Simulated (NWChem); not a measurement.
Species: MgGeH3Cl; SMILES [Cl][Mg][GeH3]

All runs: NWChem. All runs use the structure optimised with PBE-D3(BJ)/def2-SVP. Vertical excitations in the gas phase; the lowest state need not have the same character in each row.

For level PBE/aug-cc-pVDZ, full TDDFT:

```
Quantity                                  Value
----------------------------------------  -----
lowest excitation, singlet (eV)            5.06
oscillator strength of that lowest state  0.436
orbital gap (eV)                           4.42
```

**Question.** How do the values read with level PBE0/aug-cc-pVDZ, full TDDFT instead?

**Answer.** The lowest excitation, singlet (eV) comes out as 5.38, the oscillator strength of that lowest state comes out as 0.511 and the orbital gap (eV) is 6.09.
